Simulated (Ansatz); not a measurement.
Cost and result for the atomization energy of C2H3FSi, SMILES `C#C[SiH2]F` (7 atoms, 6 bonds).

The species carries charge 0 and has multiplicity 1. The structure was optimised at the PBE0-D4/def2-TZVP level. Program: Ansatz. Hardware: A = 2 threads of a server CPU on a shared host; B = 2 threads of an AMD EPYC 7R13 on a shared host and a share of an NVIDIA H100 80 GB. Times are those of one run each, without the atoms' runs, and a repeat can differ threefold. Electronic energies, without spin–orbit coupling; frozen cores. CCSD(T)/CBS extrapolates def2-TZVPP and def2-QZVPP, and its time is that of the two runs behind it. T1 = 0.012. B3LYP takes the VWN-RPA correlation (the form of Gaussian; ORCA's B3LYP/G). HSE06 is the plane-wave form, built on full-range PBE exchange.

CCSD(T)/CBS is a level of theory with its own doubt, some kJ/mol a heavy atom from the limit and from the frozen cores, so smaller differences don't rank the functionals.

```json
{"level": "LDA (SPW92)/def2-TZVPP [A]", "functions": "177", "wall time": "2.3 s"}
{"level": "revPBE-D4/def2-TZVPP [A]", "functions": "177", "wall time": "2.4 s"}
{"level": "CCSD(T)/def2-SVP [A]", "functions": "75", "wall time": "2.6 s"}
{"level": "HSE06-D4/def2-TZVPP [A]", "functions": "177", "wall time": "3 s"}
{"level": "BHLYP-D4/def2-TZVPP [A]", "functions": "177", "wall time": "3.2 s"}
{"level": "B3LYP-D4/def2-TZVPP (with forces) [A]", "functions": "177", "wall time": "4.2 s"}
{"level": "B2PLYP/def2-TZVPP [A]", "functions": "177", "wall time": "6 s"}
{"level": "PBE-QIDH/def2-TZVPP [A]", "functions": "177", "wall time": "7.5 s"}
{"level": "r2SCAN-D4/def2-TZVPP (with forces) [A]", "functions": "177", "wall time": "8 s"}
{"level": "CCSD(T)/def2-QZVPP [B]", "functions": "331", "wall time": "8.5 s"}
{"level": "ωB97X-V/def2-TZVPP [A]", "functions": "177", "wall time": "9.6 s"}
{"level": "CCSD(T)/def2-TZVPP [A]", "functions": "177", "wall time": "44 s"}
{"level": "CCSD(T)/CBS(def2)", "functions": "–", "wall time": "53 s"}
```

(1) What atomization energy does each give, and how far from CCSD(T)/CBS? (An estimate is asked.)

## Answers

(1) Computed: 
| level | atomization (kcal/mol) | difference from CCSD(T)/CBS | per bond |
| --- | --- | --- | --- |
| LDA (SPW92)/def2-TZVPP [A] | 770.4 | 87.9 | 14.6 |
| revPBE-D4/def2-TZVPP [A] | 673.5 | -9.0 | -1.5 |
| CCSD(T)/def2-SVP [A] | 639.3 | -43.2 | -7.2 |
| HSE06-D4/def2-TZVPP [A] | 677.2 | -5.3 | -0.9 |
| BHLYP-D4/def2-TZVPP [A] | 657.5 | -25.0 | -4.2 |
| B3LYP-D4/def2-TZVPP (with forces) [A] | 678.5 | -4.0 | -0.7 |
| B2PLYP/def2-TZVPP [A] | 676.2 | -6.3 | -1.1 |
| PBE-QIDH/def2-TZVPP [A] | 675.4 | -7.1 | -1.2 |
| r2SCAN-D4/def2-TZVPP (with forces) [A] | 680.3 | -2.2 | -0.4 |
| CCSD(T)/def2-QZVPP [B] | 674.9 | -7.6 | -1.3 |
| ωB97X-V/def2-TZVPP [A] | 679.5 | -3.0 | -0.5 |
| CCSD(T)/def2-TZVPP [A] | 663.3 | -19.2 | -3.2 |
| CCSD(T)/CBS(def2) | 682.5 | 0.0 | 0.0 |

From BLYP to BHLYP (50 % exact exchange), in def2-TZVPP and without D4, the atomization energy moves by −19.9 kcal/mol: exact exchange takes away binding that semilocal exchange gives to molecules. In def2-TZVPP, CCSD(T) changes the Hartree–Fock value by +157.6 kcal/mol (the triples alone add +11.4 kcal/mol) and MP2 by +176.8 kcal/mol; breaking electron pairs costs correlation energy, which Hartree–Fock lacks. Leaving LDA and LC-ωPBE aside and taking each functional with its dispersion term where it has one, the values, not all of them listed here, spread over 33.7 kcal/mol, from BHLYP-D4 to PBE-D4. LDA lies +81.9 kcal/mol from PBE without D4, its usual overbinding.
